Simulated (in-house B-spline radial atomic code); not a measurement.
Successive ionisation energies of iron; each step leads to the configuration of the next row (after the last: [He] 2s2 2p1/2(2) 2p3/2(2)). Dirac energy differences include first-order Breit, QED and recoil terms. NIST's values go from ground level to ground level; the uncertainty of those that are theory runs from under 0.1 % in few-electron ions to several per cent in heavy many-electron ones. Computed with a radial B-spline atomic code at the basis-set limit: Dirac-Hartree-Fock, jj configuration that fills j = l - 1/2 first, finite nuclei.

A number in brackets counts the electrons of a j subshell.

```tsv
ion	configuration	ionisation energy (eV)	tabulated value (eV)	tabulated kind	computed minus tabulated (eV)	highest orbital	largest mean radius (bohr)
Fe	[Ar] 3d3/2(4) 3d5/2(2) 4s2	6.9	7.902468	measured	-1.0	4s1/2	3.2068
Fe+	[Ar] 3d3/2(4) 3d5/2(2) 4s1	14.9	16.19921	measured	-1.3	4s1/2	2.8485
Fe2+	[Ar] 3d3/2(4) 3d5/2(2)	31.3	30.651	measured	0.7	3d5/2	1.0665
Fe3+	[Ar] 3d3/2(4) 3d5/2(1)	50.5	54.91	measured	-4.4	3d5/2	0.98304
Fe4+	[Ar] 3d3/2(4)	73.3	75	semi-empirical	-1.7	3d3/2	0.91127
Fe5+	[Ar] 3d3/2(3)	97.0	98.985	measured	-2.0	3d3/2	0.86062
Fe6+	[Ar] 3d3/2(2)	122.6	124.9671	measured	-2.4	3d3/2	0.81784
Fe7+	[Ar] 3d3/2(1)	150.0	151.06	measured	-1.0	3d3/2	0.78237
Fe8+	[Ne] 3s2 3p6	232.5	233.6	semi-empirical	-1.1	3p3/2	0.76475
Fe9+	[Ne] 3s2 3p1/2(2) 3p3/2(3)	262.0	262.1	semi-empirical	-0.1	3p3/2	0.74819
Fe10+	[Ne] 3s2 3p1/2(2) 3p3/2(2)	292.4	290.9	semi-empirical	1.5	3p3/2	0.7329
Fe11+	[Ne] 3s2 3p1/2(2) 3p3/2(1)	323.8	330.8	semi-empirical	-7.0	3p3/2	0.71838
Fe12+	[Ne] 3s2 3p1/2(2)	356.2	361	semi-empirical	-4.8	3p1/2	0.7047
Fe13+	[Ne] 3s2 3p1/2(1)	390.9	392.2	semi-empirical	-1.3	3p1/2	0.69494
Fe14+	[Ne] 3s2	452.9	456.2	measured	-3.3	3s1/2	0.68545
Fe15+	[Ne] 3s1	488.7	489.312	semi-empirical	-0.7	3s1/2	0.67504
Fe16+	[He] 2s2 2p6	1260.3	1262.7	semi-empirical	-2.4	2p3/2	0.26119
Fe17+	[He] 2s2 2p1/2(2) 2p3/2(3)	1360.1	1357.8	semi-empirical	2.3	2p3/2	0.25787
```

Where is the largest jump?

From Fe15+ to Fe16+, by a factor of 2.58 (488.66 to 1260.3 eV); the highest orbital goes from 3s1/2 to 2p3/2.

How far is this level of theory from the measured and semi-empirical values?

Over those 18 rows the differences run from -6.95 to +2.3 eV (mean absolute value 2.2 eV). The calculation leaves out correlation and, in open shells, the multiplet splittings that an average leaves out.
